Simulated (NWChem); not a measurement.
System: ZnH₂; SMILES [ZnH2]

Here is an NWChem input.

```
start job
memory heap 200 mb stack 900 mb global 1100 mb
geometry units angstroms noautosym nocenter noautoz
  Zn     0.000000     0.000000     0.000000
  H      0.000000     0.000000    -1.541123
  H      0.000000     0.000000     1.541123
end
basis spherical
  * library def2-svp
end
dft
  xc b3lyp
  iterations 150
  vectors input atomic output neutral.movecs
end
task dft energy
charge 1
dft
  odft
  mult 2
  vectors input atomic output cation.movecs
end
task dft energy
```

All runs use the structure optimised with B3LYP/6-31G* (spherical d). B3LYP is NWChem's, with the RPA form of VWN correlation.

Ions are spin-unrestricted doublets at the neutral geometry; other ion states weren't tried.

### Question
Give the results of this calculation. (B3LYP/def2-SVP, vertical spin-unrestricted ions.) Quantities: vertical ionisation energy, ΔSCF (eV); −ε(HOMO) (eV).

### Answer
```yaml
vertical ionisation energy, ΔSCF (eV): 10.50
"−ε(HOMO) (eV)": 7.58
```
